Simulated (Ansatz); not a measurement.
4 gas-phase steps of group 13 species, written in SMILES but for small gases and atoms, in each of which the number of molecules stays (small partners taken up: none; given off: none). Reaction energies in kJ/mol, right side less left side, on B3LYP-D3(BJ)/def2-TZVP stationary points reached from drawn starts (curvature not checked).

| row | step | PBE/def2-TZVPP | wB97M-V/def2-TZVPP |
|---|---|---|---|
| 1 | 2 Cl[B]Cl (multiplicity 2) → ClB(Cl)Cl + [B]Cl | -122.2 | -175.6 |
| 2 | ClB(Cl)Cl + [NH3+][B-](F)(F)F → FB(F)F + [NH3+][B-](Cl)(Cl)Cl | -8.6 | -17.9 |
| 3 | ClB(Cl)Cl + 2 FB(F)F → 3 FB(F)Cl | 2.2 | ? |
| 4 | 2 ClB(Cl)Cl + FB(F)F → 3 FB(Cl)Cl | 4.6 | 5.8 |

No zero-point or thermal terms; singlets are restricted closed shells; open shells are unrestricted.

Programs: Ansatz (a program for electronic structure). All values are computed, each at the level named.

The rows were drawn at random from the listed steps of this kind that kept their bonds on relaxing, hold no state known to be excited and show no strong spin contamination (nor T1 past 0.05 where coupled cluster ran); restricted singlets weren't searched for lower solutions, and sets that span under 5 kcal/mol aren't shown. They stand in the order of the third column.

Task: Fit a straight line y = a + b·x through the complete rows, with x the PBE/def2-TZVPP and y the wB97M-V/def2-TZVPP value, and use it for row 3. How does it compare with the computed value?

Result: Means over the 3 complete rows: x -42.07, y -62.57. Σ(x − x̄)(y − ȳ) = 13743.03 and Σ(x − x̄)² = 9719.15, so b = 1.414 and a = -62.57 − 1.414 × (-42.07) = -3.08 kJ/mol. The residuals have rms 2.06 and median size 2.38 kJ/mol; without the fit y − x has mean -20.50 and median -9.30 kJ/mol. For row 3 the line gives -3.08 + 1.414 × (2.2) = 0.0 kJ/mol. The computed wB97M-V/def2-TZVPP value is 3.0 kJ/mol, 3.0 kJ/mol above the line. Taking y = x would miss by 0.8 kJ/mol, so here the line does no better than the cheap value itself. wB97M-V/def2-TZVPP is a functional with errors of its own, not an exact or measured value.
